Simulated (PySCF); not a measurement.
Computed shifts of a molecule C₃H₁₀OSi₂, B3LYP/pcSseg-1 in PySCF, GIAO, gas phase, atoms alike by connectivity averaged where their shifts nearly agree, in ppm (number of nuclei): ¹³C: 242.9 (1), 41.9 (1), -15.9 (1). ²⁹Si: -57.8 (1), -68.7 (1). ¹H: 4.58 (1), 4.21 (3), 4.20 (1), 2.66 (3), 0.81 (1), -0.14 (1). References: ¹³C against TMS (σ = 181.3 ppm); ¹⁷O against H2O (σ = 333.8 ppm); ²⁹Si against TMS (σ = 338.7 ppm); ¹H against TMS (σ = 31.68 ppm), references at their B3LYP-D3(BJ)/def2-TZVP geometries, non-relativistic. Geometry optimised at PBE0-D3(BJ)/def2-SVP. The values are those of a single conformer.

Which molecule gave these data?
A. C[SiH2][C@H]1OC[SiH2]1
B. CC(=O)[SiH2]C[SiH3]
C. C/C=C(\[SiH3])O[SiH3]
D. [SiH3][C@@H]1CO[C@@H]1[SiH3]

B, CC(=O)[SiH2]C[SiH3]
